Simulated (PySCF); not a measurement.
Job file and geometry (Å, from GFN2-xTB) of an NMR shielding run on `InChI=1S/C2H12N2SSi2/c1-2-7(4)5-6-3/h7H,2-4,6H2,1H3/t7-/m0/s1`, PySCF 2.14.0, density-fitted response routines, GIAO PBE0/pcSseg-1 NMR shielding, non-relativistic, gas phase; density fitting, a coarse starting grid and PySCF grid level 2 are the driver's defaults:

```
$ OMP_NUM_THREADS=1 python probes_run.py task.json out

{"job": {"kind": "nmr", "xc": "PBE0", "basis": "pcSseg-1"}, "charge": 0, "multiplicity": 1}
C     -3.214607    -0.908549    -0.391911
C     -1.868407    -1.268471     0.219664
Si    -0.479004    -0.139385    -0.388945
N     -0.843959     1.480869     0.052525
S      1.325584    -0.667956     0.648970
Si     2.777631     0.550403    -0.342693
N      4.076822     0.571874     0.769351
H     -3.506165     0.100155    -0.108935
H     -3.169309    -0.956154    -1.477954
H     -3.991106    -1.592368    -0.052751
H     -1.630660    -2.303786    -0.024732
H     -1.940295    -1.217042     1.306386
H     -0.221397    -0.347278    -1.822092
H     -1.698496     1.909183    -0.260825
H     -0.107995     2.163239     0.129807
H      3.030246    -0.033796    -1.660966
H      2.301717     1.922934    -0.497822
H      4.178219    -0.198033     1.410340
H      4.971378     0.943411     0.500286
```

Q: Write the output of this run.

A: 
```
coarse grid: 16608 points
cycle   1  E = -1169.4208626561  dE =  5.130e-01  |g| = 6.600e-01  |ddm| = 3.850e+00
cycle   2  E = -1169.3586724945  dE =  6.219e-02  |g| = 8.489e-01  |ddm| = 1.398e+00
cycle   3  E = -1169.5202453425  dE = -1.616e-01  |g| = 6.364e-02  |ddm| = 8.649e-01
cycle   4  E = -1169.5210716900  dE = -8.263e-04  |g| = 3.025e-02  |ddm| = 1.011e-01
cycle   5  E = -1169.5212849521  dE = -2.133e-04  |g| = 5.090e-03  |ddm| = 3.495e-02
cycle   6  E = -1169.5212912822  dE = -6.330e-06  |g| = 1.689e-03  |ddm| = 7.444e-03
final grid: 144464 points
cycle   7  E = -1169.5570040579  dE = -2.639e-05  |g| = 1.081e-02  |ddm| = 2.521e-02
cycle   8  E = -1169.5569843008  dE =  1.976e-05  |g| = 1.420e-02  |ddm| = 2.203e-02
cycle   9  E = -1169.5570312910  dE = -4.699e-05  |g| = 6.864e-04  |ddm| = 1.269e-02
cycle  10  E = -1169.5570313754  dE = -8.441e-08  |g| = 2.616e-04  |ddm| = 8.373e-04
cycle  11  E = -1169.5570313908  dE = -1.544e-08  |g| = 4.311e-05  |ddm| = 2.534e-04
cycle  12  E = -1169.5570313913  dE = -4.356e-10  |g| = 1.124e-05  |ddm| = 5.106e-05
converged SCF energy = -1169.5570313913

GIAO shielding tensors (ppm)
atom      isotropic    diamagn.    paramagn.     s11        s22        s33       span
  0 C      177.942     245.653     -67.712    171.748    173.680    188.397     16.649
  1 C      173.042     255.417     -82.375    165.981    172.218    180.928     14.947
  2 Si     360.443     882.144    -521.701    322.322    360.454    398.553     76.231
  3 N      244.820     320.667     -75.848    215.990    255.127    263.342     47.353
  4 S      762.670    1063.858    -301.189    691.531    711.077    885.401    193.870
  5 Si     373.886     880.075    -506.189    346.650    355.261    419.748     73.098
  6 N      259.488     314.588     -55.100    214.262    256.119    308.084     93.822
  7 H       30.825      29.736       1.090     25.575     30.490     36.411     10.836
  8 H       30.801      29.037       1.764     26.188     29.025     37.191     11.003
  9 H       30.218      26.687       3.531     24.802     27.494     38.358     13.557
 10 H       31.027      32.667      -1.639     25.402     30.849     36.831     11.429
 11 H       30.730      33.185      -2.455     25.681     30.654     35.855     10.174
 12 H       26.249      31.846      -5.597     22.797     24.737     31.213      8.416
 13 H       31.131      32.426      -1.294     22.780     27.876     42.739     19.959
 14 H       30.957      33.731      -2.774     22.327     29.213     41.333     19.005
 15 H       26.051      30.078      -4.027     21.941     24.677     31.534      9.593
 16 H       26.476      31.097      -4.620     21.973     26.591     30.865      8.893
 17 H       31.225      30.864       0.361     22.808     29.938     40.929     18.122
 18 H       31.661      26.780       4.881     23.431     26.494     45.059     21.629
```

Q: Turn these shieldings into chemical shifts. Scale: $^{13}$C (186.93 ppm), $^{29}$Si (349.16 ppm), $^{1}$H (31.72 ppm) vs TMS; $^{15}$N (267.73 ppm) vs NH3; $^{33}$S (503.73 ppm) vs CS2 (reference shieldings calculated alike).

A: Averaging equivalent atoms: C 1: 13.9; C 0: 9.0; Si 2: -11.3; Si 5: -24.7; N 3: 22.9; N 6: 8.2; S 4: -259; H 15: 5.67; H 12: 5.47; H 16: 5.24; H 7/8/9: 1.10; H 11: 0.99; H 10: 0.69; H 13/14: 0.67; H 17/18: 0.27 ppm. Experimental scales use liquid or dissolved standards, which lie at an offset from isolated NH3 (liquid NH3: subtract about 20 ppm).

Size and cost of the density-fitted run: 200 basis functions, 85 s wall time on 1 thread of an Intel Xeon, shared host; peak memory 0.83 GiB.
